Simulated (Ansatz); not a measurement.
Relaxation of CH₆InNO (10 atoms, charge 0, multiplicity 1), to a largest force component of 0.02 eV/Å in at most 50 steps.

All numbers below come from RKS PBE/def2-SVP in Ansatz 0.2.0.

```xyz
10
Properties=species:S:1:pos:R:3:forces:R:3
N -1.282 -0.195 -0.090 -2.96 2.70 -1.04
C -0.188 -1.039 0.062 1.30 -0.72 0.09
O 0.919 -0.463 -0.529 0.51 -5.08 -2.48
In 1.337 1.125 0.318 1.18 4.80 -2.33
H -1.464 0.015 -1.142 0.43 -0.43 1.92
H -1.099 0.785 0.338 -0.56 -1.73 -0.55
H -0.367 -2.009 -0.421 -0.37 -0.53 -0.04
H 0.039 -1.193 1.137 -0.43 -0.35 0.53
H 1.232 1.344 1.862 0.04 0.48 2.58
H 0.957 1.578 -1.532 0.86 0.86 1.32
```

**Question.** Where does it end, and by what steps?

**Answer.** The run converged. After 30 steps the energy has fallen by 2.391 eV; H10 moved furthest, 1.62 Å. Parted: C2–In4.

| step | energy less start (eV) | largest force component (eV/Å) | accepted |
| --- | --- | --- | --- |
| 0 | 0.0000 | 5.079 | yes |
| 2 | -1.8467 | 0.645 | yes |
| 4 | -2.1699 | 0.210 | yes |
| 6 | -2.2685 | 0.276 | yes |
| 8 | -2.3224 | 0.168 | yes |
| 10 | -2.3114 | 0.450 | no |
| 12 | -2.3590 | 0.104 | yes |
| 14 | -2.3604 | 0.069 | yes |
| 16 | -2.3616 | 0.055 | yes |
| 18 | -2.3636 | 0.159 | yes |
| 20 | -2.3651 | 0.169 | no |
| 22 | -2.3726 | 0.033 | yes |
| 24 | -2.3816 | 0.181 | yes |
| 26 | -2.3876 | 0.182 | yes |
| 28 | -2.3900 | 0.100 | yes |
| 30 | -2.3909 | 0.017 | yes |

```xyz
10
Properties=species:S:1:pos:R:3
N -1.785 -0.744 0.035
C -0.353 -0.872 0.109
O 0.358 0.027 -0.731
In 1.763 1.337 -0.059
H -2.089 -0.843 -0.943
H -2.067 0.203 0.323
H -0.095 -1.914 -0.200
H -0.057 -0.766 1.183
H 1.985 1.283 1.662
H 2.423 2.238 -1.374
```

Time of the run: 90 s on 2 threads of Intel(R) Xeon(R) Platinum 8259CL CPU @ 2.50GHz (Skylake/Cascade Lake), on a shared host, peak memory 0.18 GiB.
